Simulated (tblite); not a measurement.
Run record: tight-binding relaxation, `C=CC[Si@@](F)(Br)C(=C)C`.

Computed with GFN2-xTB geometry optimisation, gas phase (tblite 0.8.0). Start geometry: from a force field or distance geometry. The input is one job of a driver script: a line of settings, then coordinates in Å.

Command:
```bash
OMP_NUM_THREADS=1 python probes_run.py task.json out
```

Input:
```
{"job": {"kind": "relax", "xc": "GFN2-xTB", "basis": "xTB"}, "charge": 0, "multiplicity": 1}
C      2.662100     0.145300     1.081900
C      2.144300     0.209300    -0.166500
C      1.354000    -0.904700    -0.789500
Si    -0.408500    -0.442800    -1.302400
F     -0.353700     0.788100    -2.304600
Br    -1.361300    -2.178300    -2.312200
C     -1.475700     0.052600     0.159100
C     -1.818500    -0.791700     1.154500
C     -1.917000     1.484200     0.161200
H      2.499400    -0.714500     1.731000
H      3.232900     0.971500     1.481300
H      2.339800     1.088400    -0.759000
H      1.879700    -1.229500    -1.678500
H      1.305500    -1.769900    -0.126400
H     -2.449700    -0.459100     1.981600
H     -1.517900    -1.837400     1.182600
H     -2.526800     1.712500    -0.722200
H     -2.536300     1.716500     1.037800
H     -1.062100     2.168800     0.182800
```

Problem. Estimate the output.

Solution. 
```
step      E/eV     max force
  0    -776.08085    2.000
  1    -776.13291    1.548
  2    -776.16531    0.296
  3    -776.17553    0.250
  4    -776.18535    0.305
  5    -776.19064    0.199
  6    -776.19560    0.137
  7    -776.19880    0.131
  8    -776.20121    0.117
  9    -776.20367    0.113
... (157 lines left out)
167    -776.25756    0.028
168    -776.25769    0.021
169    -776.25779    0.035
170    -776.25787    0.023
171    -776.25794    0.014
172    -776.25800    0.015
173    -776.25804    0.023
174    -776.25811    0.024
175    -776.25815    0.022
176    -776.25817    0.008
```

«max force» is the largest atomic force in eV/Å.

Problem. From which step on does the largest force stay under 0.1 eV/Å, and how much energy is left to gain from there?

Solution. From step 11 (0.085 eV/Å), 50.6 meV above the end.

In short: energy lowered by 4.1 kcal/mol over 176 steps; largest atomic force 0.008 eV/Å at the end.

Problem. Where do the atoms end?

Solution. 0.607 Å rms from the input after alignment:
```
atom  x, y, z in Å
C1     2.3584    0.5180    0.9724
C2     2.0010    0.3911   -0.2925
C3     1.4398   -0.8581   -0.8837
Si4   -0.4259   -0.7008   -1.2117
F5    -0.6134    0.3072   -2.4608
Br6   -1.1889   -2.6400   -1.9621
C7    -1.4810   -0.0652    0.2084
C8    -2.2920   -0.8527    0.9043
C9    -1.3329    1.3939    0.5201
H10    2.2841   -0.3037    1.6666
H11    2.7486    1.4408    1.3662
H12    2.0811    1.2298   -0.9719
H13    1.9381   -1.0695   -1.8330
H14    1.6292   -1.7012   -0.2178
H15   -2.8855   -0.4713    1.7203
H16   -2.4073   -1.9022    0.6891
H17   -1.5316    1.9916   -0.3687
H18   -2.0191    1.6951    1.3083
H19   -0.3124    1.6065    0.8390
```

Problem. How long does this job take on one thread, Arm Neoverse N1 (aarch64), on a shared host?

Solution. About 3.1 s.
Labels such as C1 count atoms from 1, the log's own numbers from 0.
